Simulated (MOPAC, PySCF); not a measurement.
H3BO2, SMILES `OBO` (H–O–B–O torsion 180°, O–B–O–H torsion 180°), neutral singlet in the gas phase. 

Z-matrix (Å, degrees):
```
B
O 1 1.3598
H 2 0.9603 1 113.31
O 1 1.3598 2 116.76 3 180.00
H 4 0.9603 1 113.31 2 180.00
H 1 1.1998 2 121.62 3 0.00
```
Charge 0, multiplicity 1.

All levels are single points at this geometry (B3LYP-D3(BJ)/def2-TZVP); Pople sets use spherical d functions. Orbital energies aren't observables, and empty levels follow the basis.

```json
[
 {"level": "B3LYP-D3(BJ)/def2-TZVP in PySCF", "HOMO (eV)": "-8.93", "LUMO (eV)": "0.50", "gap (eV)": "9.43", "dipole (D)": "2.30", "vertical IE, Delta-SCF (eV)": "11.86"},
 {"level": "M06-2X/def2-TZVP in PySCF", "HOMO (eV)": "-10.71", "LUMO (eV)": "1.40", "gap (eV)": "12.11", "dipole (D)": "2.43", "vertical IE, Delta-SCF (eV)": "12.21"},
 {"level": "PBE-D3(BJ)/def2-TZVP in PySCF", "HOMO (eV)": "-7.51", "LUMO (eV)": "-0.08", "gap (eV)": "7.43", "dipole (D)": "2.12", "vertical IE, Delta-SCF (eV)": "11.39"},
 {"level": "B3LYP/3-21G in PySCF", "HOMO (eV)": "-8.12", "LUMO (eV)": "1.56", "gap (eV)": "9.68", "dipole (D)": "2.53", "vertical IE, Delta-SCF (eV)": "–"},
 {"level": "B3LYP/6-311+G** in PySCF", "HOMO (eV)": "-9.01", "LUMO (eV)": "-0.22", "gap (eV)": "8.79", "dipole (D)": "2.47", "vertical IE, Delta-SCF (eV)": "–"},
 {"level": "SVWN5/6-31G* in PySCF", "HOMO (eV)": "-7.16", "LUMO (eV)": "0.37", "gap (eV)": "7.53", "dipole (D)": "2.13", "vertical IE, Delta-SCF (eV)": "–"},
 {"level": "HF/6-31G* in PySCF", "HOMO (eV)": "-13.07", "LUMO (eV)": "5.55", "gap (eV)": "18.62", "dipole (D)": "2.70", "vertical IE, Delta-SCF (eV)": "11.97"},
 {"level": "HF/STO-3G in PySCF", "HOMO (eV)": "-10.06", "LUMO (eV)": "9.70", "gap (eV)": "19.76", "dipole (D)": "2.03", "vertical IE, Delta-SCF (eV)": "–"},
 {"level": "PM7 in MOPAC", "HOMO (eV)": "-10.92", "LUMO (eV)": "0.32", "gap (eV)": "11.24", "dipole (D)": "2.86", "vertical IE, Delta-SCF (eV)": "–"}
]
```
